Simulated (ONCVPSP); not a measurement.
## What the settings do to the ONCV potential of sulfur

Base potential:

S (Z = 16), optimised norm-conserving Vanderbilt (ONCV), made with ONCVPSP 4.0.1 (LDA (Perdew-Wang 92), scalar-relativistic). Core [He], reference 2s2 2p6 3s2 3p2 (charge +2). Waves: 2s+3s: rc 0.85 bohr, ncon 3, nbas 6, qcut 18.6 1/bohr, 3 projectors, debl 2.3 Ha; 2p+3p: rc 0.80 bohr, ncon 4, nbas 8, qcut 17 1/bohr, 2 projectors; d scattering state at 0.02 Ha: rc 0.80 bohr, ncon 3, nbas 7, qcut 13.7 1/bohr, local. Local part: the d channel. Core correction: polynomial model core, fcfact 0.3.

All-electron outer shells of the reference configuration (LDA (PZ), scalar-relativistic, ld1.x):

```
shell  level (eV)  outermost node (bohr)  outermost maximum (bohr)
   1s    -2423.67                      –                      0.06
   2s     -236.48                   0.13                      0.39
   2p     -182.29                      –                      0.33
   3s      -39.40                   0.60                      1.37
   3p      -28.08                   0.57                      1.50
```

Cutoffs, loose and tight: the cutoffs (Ha) at which the residual kinetic energy of the hardest occupied pseudo-wave falls to 1 and 0.1 mHa per electron. They do not see the model core or the augmentation charge, which bear on the density cutoff. Test errors are all-electron minus pseudo excitation energies from the reference, over the configurations 2s2 2p6 3s2 3p4; 2s2 2p6 3s2 3p3; 2s2 2p6 3s2 3p1; 2s2 2p6 3s0 3p6. A dash means not determined; rows that change the core or the reference have their own tests.

```tsv
change	outcome	cutoff, loose	cutoff, tight	bound ghosts	GHOST(+) flags above zero	largest test error (meV)
base	generated	122 Ha	136 Ha	none	none	+11
all radii but the core radius scaled by about 0.78 (s 0.66, p 0.62, d 0.62 bohr)	generated	288 Ha	532 Ha	none	none	+11
all radii but the core radius scaled by about 0.96 (s 0.82, p 0.76, d 0.76 bohr)	generated	127 Ha	143 Ha	none	none	+11
all radii but the core radius scaled by about 1.09 (s 0.92, p 0.88, d 0.88 bohr)	generated	113 Ha	126 Ha	none	none	+11
all radii but the core radius scaled by about 1.13 (s 0.96, p 0.90, d 0.90 bohr)	generated	110 Ha	124 Ha	none	none	+11
all radii but the core radius scaled by about 1.22 (s 1.04, p 0.98, d 0.98 bohr)	generated	103 Ha	116 Ha	none	none	+10
all radii but the core radius scaled by about 1.25 (s 1.06, p 1.00, d 1.00 bohr)	generated	101 Ha	114 Ha	none	none	+10.0
```

Q: What comes out with this change to the base: all radii but the core radius scaled by about 0.82 (s 0.70, p 0.66, d 0.66 bohr)?

A: outcome: generated; cutoff, loose: 149 Ha; cutoff, tight: 450 Ha; bound ghosts: none; GHOST(+) flags above zero: none; largest test error (meV): +11.

Q: What comes out with this change to the base: all radii but the core radius scaled by about 1.31 (s 1.12, p 1.04, d 1.04 bohr)?

A: outcome: generated; cutoff, loose: 98 Ha; cutoff, tight: 111 Ha; bound ghosts: none; GHOST(+) flags above zero: none; largest test error (meV): +9.6.

Q: What comes out with this change to the base: all radii but the core radius scaled by about 0.90 (s 0.76, p 0.72, d 0.72 bohr)?

A: outcome: generated; cutoff, loose: 133 Ha; cutoff, tight: 234 Ha; bound ghosts: none; GHOST(+) flags above zero: none; largest test error (meV): +11.

Reading the sweep of the scale of all radii but the core radius (base = 1) (base included, trends over the rows without a ghost): The loose cutoff falls from 288 Ha at 0.78 to 98 Ha at 1.31. A larger radius leaves more room for a smooth pseudo-wave, so fewer plane waves are needed; a smaller one forces it to follow the all-electron wave where it bends sharply. The median size of the test errors (rows with all tests solved) rises from 1.6 meV at 0.78 to 3.4 meV at 1.31. More of the atom is replaced by a form fitted at one configuration, so other configurations suffer as the radius grows.
